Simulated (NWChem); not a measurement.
Everything below was run with NWChem. System: H2Cl2Ge, charge 0, spin multiplicity 1, at a geometry optimised with B3LYP/def2-SVP. The structure started from a generated list of species. Level: CCSD(T)/aug-pcseg-1, 19 core orbitals frozen.

The NWChem input:

```
start mol
memory heap 100 mb stack 700 mb global 1900 mb
geometry units angstroms nocenter noautoz
  Ge     0.000000     0.000000    -0.606261
  Cl    -1.763434     0.000000     0.654539
  Cl     1.763434     0.000000     0.654539
  H      0.000000     1.296334    -1.426992
  H      0.000000    -1.296334    -1.426992
  symmetry group C2v
end
basis spherical
  * library aug-pcseg-1
end
scf
  rhf
  nopen 0
  maxiter 100
  thresh 1e-7
  semidirect memsize 60000000 filesize 0
end
tce
  freeze core 19
  ccsd(t)
  2eorb
  2emet 13
  thresh 1e-6
  maxiter 100
  tilesize 24
end
task tce energy
```

NWChem printed:

```
             Northwest Computational Chemistry Package (NWChem) 7.3.0
             --------------------------------------------------------

                                NWChem Input Module
                                -------------------

 Scaling coordinates for geometry "geometry" by  1.889725989
 (inverse scale =  0.529177249)

 Turning off AUTOSYM since
 SYMMETRY directive was detected!

                             Geometry "geometry" -> ""
                             -------------------------

 Output coordinates in angstroms (scale by  1.889725989 to convert to a.u.)

  No.       Tag          Charge          X              Y              Z
 ---- ---------------- ---------- -------------- -------------- --------------
    1 Ge                  32.0000     0.00000000     0.00000000    -0.60626100
    2 Cl                  17.0000    -1.76343400     0.00000000     0.65453900
    3 Cl                  17.0000     1.76343400     0.00000000     0.65453900
    4 H                    1.0000     0.00000000     1.29633400    -1.42699200
    5 H                    1.0000     0.00000000    -1.29633400    -1.42699200

 Effective nuclear repulsion energy (a.u.)     343.1438153148

            Nuclear Dipole moment (a.u.)
            ----------------------------
        X                 Y               Z
 ---------------- ---------------- ----------------
     0.0000000000     0.0000000000    -0.0000188973

      Symmetry information
      --------------------

 Group name             C2v
 Group number             16
 Group order               4
 No. of unique centers     3

      Symmetry unique atoms

     1    2    4


 Summary of "ao basis" -> "" (spherical)
 ------------------------------------------------------------------------------
       Tag                 Description            Shells   Functions and Types
 ---------------- ------------------------------  ------  ---------------------
 *                        aug-pcseg-1                 on all atoms

 Summary of "ao basis" -> "ao basis" (spherical)
 ------------------------------------------------------------------------------
       Tag                 Description            Shells   Functions and Types
 ---------------- ------------------------------  ------  ---------------------
 Ge                       aug-pcseg-1               14       36   6s5p3d
 Cl                       aug-pcseg-1               11       27   5s4p2d
 H                        aug-pcseg-1                5        9   3s2p

                                 NWChem SCF Module
                                 -----------------

  ao basis        = "ao basis"
  functions       =   108
  atoms           =     5
  closed shells   =    34
  open shells     =     0
  charge          =   0.00
  wavefunction    = RHF
  use symmetry    = T
  symmetry adapt  = T

 Summary of "ao basis" -> "ao basis" (spherical)
 ------------------------------------------------------------------------------
       Tag                 Description            Shells   Functions and Types
 ---------------- ------------------------------  ------  ---------------------
 Ge                       aug-pcseg-1               14       36   6s5p3d
 Cl                       aug-pcseg-1               11       27   5s4p2d
 H                        aug-pcseg-1                5        9   3s2p

      Symmetry analysis of basis
      --------------------------

        a1         43
        a2         13
        b1         29
        b2         23

 Forming initial guess at       0.1s

      Superposition of Atomic Density Guess
      -------------------------------------

 Sum of atomic energies:       -2994.90933237

      Non-variational initial energy
      ------------------------------

 Total energy =   -2995.487914
 1-e energy   =   -4850.281455
 2-e energy   =    1511.649726
 HOMO         =      -0.373062
 LUMO         =       0.004130

      Symmetry analysis of molecular orbitals - initial
      -------------------------------------------------

  Numbering of irreducible representations:

     1 a1          2 a2          3 b1          4 b2

  Orbital symmetries:

     1 a1          2 a1          3 b1          4 a1          5 b2
     6 a1          7 b1          8 a1          9 b1         10 a1
    11 b1         12 a1         13 b2         14 a2         15 b1
    16 a1         17 b2         18 a1         19 b1         20 a1
    21 b2         22 b1         23 a2         24 a1         25 a1
    26 b1         27 a1         28 b1         29 a1         30 b2
    31 a2         32 b1         33 a1         34 b2         35 a1
    36 b1         37 a1         38 b2         39 a1         40 b2
    41 a1         42 b1         43 b1         44 a1

 Starting SCF solution at       1.4s

 ----------------------------------------------
         Quadratically convergent ROHF

 Convergence threshold     :          1.000E-07
 Maximum no. of iterations :          100
 Final Fock-matrix accuracy:          1.000E-09
 ----------------------------------------------

              iter       energy          gnorm     gmax       time
             ----- ------------------- --------- --------- --------
                 1    -2995.2337710732  6.79D-01  1.78D-01      1.5
                 2    -2995.2760732687  1.63D-01  4.10D-02      1.6
                 3    -2995.2796618339  1.03D-02  2.45D-03      1.7
                 4    -2995.2796819481  4.10D-05  7.90D-06      1.9
                 5    -2995.2796819483  2.39D-09  5.64D-10      2.3

       Final RHF  results
       ------------------

         Total SCF energy =  -2995.279681948349
[...]
   17   -5.2640
   18   -5.2625
   19   -5.2599
   20   -1.7419
   21   -1.7405
   22   -1.7359
   23   -1.7338
   24   -1.7330
   25   -1.1052
   26   -1.0800
   27   -0.7438
   28   -0.5566
   29   -0.5417
   30   -0.5372
   31   -0.4753
   32   -0.4732
   33   -0.4616
   34   -0.4533
   35    0.0312
   36    0.0435
   37    0.0438
   38    0.0495
   39    0.0731
   40    0.0788
   41    0.0993
   42    0.1029
   43    0.1117
   44    0.1136

                       ROHF Final Molecular Orbital Analysis
                       -------------------------------------

 Vector   32  Occ=2.000000D+00  E=-4.731686D-01  Symmetry=a1
              MO Center= -4.0D-16, -6.6D-16,  4.2D-01, r^2= 4.3D+00
   Bfn.  Coefficient  Atom+Function         Bfn.  Coefficient  Atom+Function
  ----- ------------  ---------------      ----- ------------  ---------------
    47      0.495790  2 Cl pz                74      0.495790  3 Cl pz
    50      0.268055  2 Cl pz                77      0.268055  3 Cl pz
     5      0.206645  1 Ge s                 44     -0.189933  2 Cl pz
    71     -0.189933  3 Cl pz

 Vector   33  Occ=2.000000D+00  E=-4.616380D-01  Symmetry=b1
              MO Center=  1.2D-14, -1.0D-13,  6.0D-01, r^2= 4.3D+00
   Bfn.  Coefficient  Atom+Function         Bfn.  Coefficient  Atom+Function
  ----- ------------  ---------------      ----- ------------  ---------------
    45      0.428408  2 Cl px                72      0.428408  3 Cl px
    47      0.337294  2 Cl pz                74     -0.337294  3 Cl pz
    48      0.209082  2 Cl px                75      0.209082  3 Cl px
    50      0.202797  2 Cl pz                77     -0.202797  3 Cl pz
    42     -0.164175  2 Cl px                69     -0.164175  3 Cl px

 Vector   34  Occ=2.000000D+00  E=-4.532883D-01  Symmetry=b2
              MO Center= -1.2D-16, -8.2D-15,  5.6D-02, r^2= 4.5D+00
   Bfn.  Coefficient  Atom+Function         Bfn.  Coefficient  Atom+Function
  ----- ------------  ---------------      ----- ------------  ---------------
    46      0.457627  2 Cl py                73      0.457627  3 Cl py
    17     -0.304814  1 Ge py                49      0.268783  2 Cl py
    76      0.268783  3 Cl py                91     -0.203431  4 H  s
   100      0.203431  5 H  s                 43     -0.174065  2 Cl py
    70     -0.174065  3 Cl py

 Vector   35  Occ=0.000000D+00  E= 3.116006D-02  Symmetry=a1
              MO Center=  1.6D-16,  2.0D-15, -2.8D+00, r^2= 1.5D+01
   Bfn.  Coefficient  Atom+Function         Bfn.  Coefficient  Atom+Function
  ----- ------------  ---------------      ----- ------------  ---------------
     6      4.551959  1 Ge s                 93     -2.717380  4 H  s
   102     -2.717380  5 H  s                  5      1.403596  1 Ge s
    92     -0.509263  4 H  s                101     -0.509263  5 H  s
    41     -0.351534  2 Cl s                 68     -0.351534  3 Cl s
    18     -0.329672  1 Ge pz                98      0.270297  4 H  py

 Vector   36  Occ=0.000000D+00  E= 4.349433D-02  Symmetry=b1
              MO Center= -8.5D-15,  2.6D-16, -1.0D+00, r^2= 2.2D+01
   Bfn.  Coefficient  Atom+Function         Bfn.  Coefficient  Atom+Function
  ----- ------------  ---------------      ----- ------------  ---------------
    19      1.865671  1 Ge px                41      1.491453  2 Cl s
    68     -1.491453  3 Cl s                 16      0.879051  1 Ge px
    53     -0.319649  2 Cl pz                80      0.319649  3 Cl pz
    35     -0.226946  1 Ge d  1              50     -0.216908  2 Cl pz
    77      0.216908  3 Cl pz                48      0.182147  2 Cl px

 Vector   37  Occ=0.000000D+00  E= 4.380717D-02  Symmetry=a1
              MO Center= -8.5D-16,  3.3D-14,  6.4D-01, r^2= 2.1D+01
   Bfn.  Coefficient  Atom+Function         Bfn.  Coefficient  Atom+Function
  ----- ------------  ---------------      ----- ------------  ---------------
    21      2.320845  1 Ge pz                 6     -1.987062  1 Ge s
    93      1.928164  4 H  s                102      1.928164  5 H  s
    41     -1.166905  2 Cl s                 68     -1.166905  3 Cl s
     5      0.830745  1 Ge s                 18      0.707781  1 Ge pz
    51     -0.417277  2 Cl px                78      0.417277  3 Cl px

 center of mass
 --------------
 x =   0.00000000 y =   0.00000000 z =  -0.02481194

 moments of inertia (a.u.)
 ------------------
         230.689211631872           0.000000000000           0.000000000000
           0.000000000000         995.246815724902           0.000000000000
           0.000000000000           0.000000000000         788.749873692330

  Mulliken analysis of the total density
  --------------------------------------

    Atom       Charge   Shell Charges
 -----------   ------   -------------------------------------------------------
    1 Ge  32    31.21   2.00  2.00  2.00  0.86  0.09 -0.10  6.00  5.98  1.11  1.03  0.09 10.03  0.33 -0.23
    2 Cl  17    17.56   2.00  2.00  1.18  0.82  0.02  5.99  3.77  1.75  0.02  0.02  0.00
    3 Cl  17    17.56   2.00  2.00  1.18  0.82  0.02  5.99  3.77  1.75  0.02  0.02  0.00
    4 H    1     0.83   0.73  0.09 -0.02  0.01  0.02
    5 H    1     0.83   0.73  0.09 -0.02  0.01  0.02

       Multipole analysis of the density wrt the origin
       ------------------------------------------------

     L   x y z        total         open         nuclear
     -   - - -        -----         ----         -------
     0   0 0 0     -0.000000      0.000000     68.000000

     1   1 0 0     -0.000000      0.000000      0.000000
     1   0 1 0      0.000000      0.000000      0.000000
     1   0 0 1     -0.903664      0.000000     -0.000019

     2   2 0 0    -36.240848      0.000000    377.567851
     2   1 1 0     -0.000000      0.000000      0.000000
     2   1 0 1     -0.000000      0.000000      0.000000
     2   0 2 0    -32.905623      0.000000     12.002217
     2   0 1 1     -0.000000      0.000000      0.000000
     2   0 0 2    -32.219847      0.000000    108.562546

                   NWChem Extensible Many-Electron Theory Module
                   ---------------------------------------------


            General Information
            -------------------
      Number of processors :     1
         Wavefunction type : Restricted Hartree-Fock
          No. of electrons :    68
           Alpha electrons :    34
            Beta electrons :    34
           No. of orbitals :   216
            Alpha orbitals :   108
             Beta orbitals :   108
        Alpha frozen cores :    19
         Beta frozen cores :    19
     Alpha frozen virtuals :     0
      Beta frozen virtuals :     0
         Spin multiplicity : singlet
    Number of AO functions :   108
       Number of AO shells :    46
        Use of symmetry is : on
      Symmetry adaption is : on
         Schwarz screening : 0.10D-09

          Correlation Information
          -----------------------
          Calculation type : Coupled-cluster singles & doubles w/ perturbation
   Perturbative correction : (T)
            Max iterations :      100
        Residual threshold : 0.10D-05
     T(0) DIIS level shift : 0.00D+00
     L(0) DIIS level shift : 0.00D+00
     T(1) DIIS level shift : 0.00D+00
     L(1) DIIS level shift : 0.00D+00
     T(R) DIIS level shift : 0.00D+00
     T(I) DIIS level shift : 0.00D+00
   CC-T/L Amplitude update :  5-th order DIIS
                I/O scheme : Global Array Library
        L-threshold :  0.10D-05
        EOM-threshold :  0.10D-05
 no EOMCCSD initial starts read in
 TCE RESTART OPTIONS
 SLICE:      F
 D4D5:       F
 quantumc:   F
 qrotation:  F
 pwtce:      F
 qducc:      F
 nacto:                         0
 nrotv:                         0
 nrot:                          0

            Memory Information
            ------------------
          Available GA space size is     249025136 doubles
          Available MA space size is     104848076 doubles

 Maximum block size supplied by input
 Maximum block size        24 doubles

 tile_dim =     19

 -------------------------------------------------

 Global array virtual files algorithm will be used

 Parallel file system coherency ......... OK

 4-electron integrals stored in orbital form

 v2    file size   =          3271477
 4-index algorithm nr.  13 is used
 imaxsize =       30
 imaxsize ichop =        0


CCSD iterations
 ---------------------------------------------------------
 Iter          Residuum       Correlation     Cpu    Wall
 ---------------------------------------------------------
    1   0.1328084965647  -0.3895573338681     0.7     0.7
    2   0.0367690491720  -0.4171466773333     0.7     0.7
    3   0.0123838363452  -0.4234925787095     0.7     0.7
    4   0.0045892524438  -0.4251765676940     0.7     0.7
    5   0.0018026448899  -0.4257752033707     0.7     0.7
    6   0.0003736244396  -0.4260803379468     0.7     0.7
    7   0.0001612330257  -0.4261020928324     0.7     0.7
    8   0.0000754441471  -0.4261050057216     0.7     0.7
    9   0.0000398615834  -0.4261060722280     0.7     0.7
   10   0.0000204239568  -0.4261069863992     0.7     0.7
   11   0.0000045846760  -0.4261075130696     0.7     0.7
   12   0.0000020089072  -0.4261078583601     0.7     0.7
   13   0.0000010988408  -0.4261078893932     0.7     0.7
   14   0.0000005900990  -0.4261079016540     0.7     0.7
 -----------------------------------------------------------------
 Iterations converged
 CCSD correlation energy / hartree =        -0.426107901654015
 CCSD total energy / hartree       =     -2995.705789850003384

 Singles contributions

 Doubles contributions
 CCSD(T)
 Using plain CCSD(T) code
             total no. of tasks          925
 total no. of tasks / no. procs          925
                         wl_min         8000           4.5
                         wl_max      1091664          10.1
        thresh for no. of tasks          925

 CCSD[T]  correction energy / hartree =        -0.012255725475677
 CCSD[T] correlation energy / hartree =        -0.438363627129693
 CCSD[T] total energy / hartree       =     -2995.718045575479209
 CCSD(T)  correction energy / hartree =        -0.011938227579965
 CCSD(T) correlation energy / hartree =        -0.438046129233980
 CCSD(T) total energy / hartree       =     -2995.717728077583160

 Task  times  cpu:       47.8s     wall:       47.8s

 Total times  cpu:       47.9s     wall:       47.9s
```
